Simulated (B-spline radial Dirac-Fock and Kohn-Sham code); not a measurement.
The computed values come from a radial B-spline solver: Dirac-Fock (average of configuration) total-energy differences with a finite nucleus, the Breit interaction including its frequency dependence, and self-energy and vacuum-polarisation corrections. No correlation.

Q: Identify the element and charge state from the binding energies below (tabulated ground configuration; the least bound level is included).

```csv
level,binding energy (eV)
L1,862.1
L3,722.4
M1,110.0
M2,70.75
M3,69.25
"M4,5",11.81
N1,6.88
```

A: Fe: Z = 26 with 26 electrons, [Ar] 3d6 4s2.

Q: An atom or ion in its tabulated ground configuration has these computed binding energies (the last is its least bound level). Which is it?

```csv
level,binding energy (eV)
1s,91066.1
2p1/2,18209.3
2p3/2,16033.0
3p1/2,6396.1
3p3/2,5881.2
3d5/2,5326.6
4s,3282.2
```

A: Pb⁵³⁺: Z = 82 with 29 electrons, [Ar] 3d10 4s1. The hydrogen-like estimate √(E/Ry) = 81.8 for the K level lies 0.2 below Z (screening lowers it, relativity raises it); the outermost level, at 3282.2 eV, fixes the charge.
